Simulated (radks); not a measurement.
Results of a calculation; reference values are marked as such.
Q: Coherent X-ray form factor from a spherical all-electron density. Code: a radial shooting solver on a logarithmic mesh with Libxc functionals. Model: non-relativistic Kohn-Sham, LDA (Slater exchange, Perdew-Wang correlation), spin-polarised, spherical densities, point nucleus.

sin(theta)/lambda (1/angstrom),f0 (electrons)
0.05,46.305
0.1,44.427
0.15,41.818
0.2,38.905
0.25,35.973
0.3,33.187
0.4,28.356
0.5,24.646
0.6,21.911
0.8,18.233
1,15.504
1.25,12.463
1.5,9.892
2,6.703

The species is in the configuration that NIST lists as its ground one. Which atom or ion scatters so?

A: The cadmium ion Cd+, [Kr] 4d10 5s1. Extrapolating in s^2 from the first two rows gives f0(0) = 46.9, near the electron count 47; among species with that count, the fall with angle is slower the higher Z, and the table is that of Z = 48; from so few rows the species is fixed only to a neighbour or two.
